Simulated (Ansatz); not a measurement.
This geometry of FH4NO2Sn (9 atoms, charge 0, multiplicity 1) is a first-order saddle point.

Level of theory: Ansatz, RKS r2SCANh/def2-SVP.

```xyz
9
Properties=species:S:1:pos:R:3
N -0.610 0.567 -1.533
Sn 0.129 -0.024 0.193
O 0.986 -1.772 -0.060
O -1.264 0.117 1.569
F 1.561 1.046 0.945
H -1.374 1.223 -1.606
H -0.245 0.236 -2.414
H 1.784 -1.837 0.479
H -0.879 0.397 2.409
```

Problem. Which two structures does it join? (They come from a converged band through this point; their orientation in space is the band's.)

Solution. No bond is made or broken. The height of N1 over the plane of its neighbours goes from 0.36 to -0.37 Å.

Initial state:

```xyz
9
Properties=species:S:1:pos:R:3
N -0.773 0.419 -1.572
Sn 0.106 -0.041 0.163
O 1.024 -1.751 -0.116
O -1.213 -0.015 1.619
F 1.467 1.167 0.845
H -1.214 1.335 -1.572
H -0.138 0.360 -2.365
H 1.664 -1.932 0.583
H -0.835 0.412 2.398
```

Final state:

```xyz
9
Properties=species:S:1:pos:R:3
N -0.453 0.784 -1.565
Sn 0.166 0.026 0.179
O 0.971 -1.745 -0.105
O -1.274 0.138 1.513
F 1.600 1.027 1.005
H -1.429 1.072 -1.540
H -0.319 0.138 -2.339
H 1.748 -1.866 0.455
H -0.923 0.378 2.380
```

Problem. How far does it lie above each of them?

Solution. 4.0 kJ/mol above the first and 4.8 kJ/mol above the second. This is the barrier of this one path; another mechanism may lie lower.

Time of the run: 6.6 min on 2 threads of Intel(R) Xeon(R) 6975P-C (Granite Rapids), with other jobs on the host, peak memory 0.28 GiB.
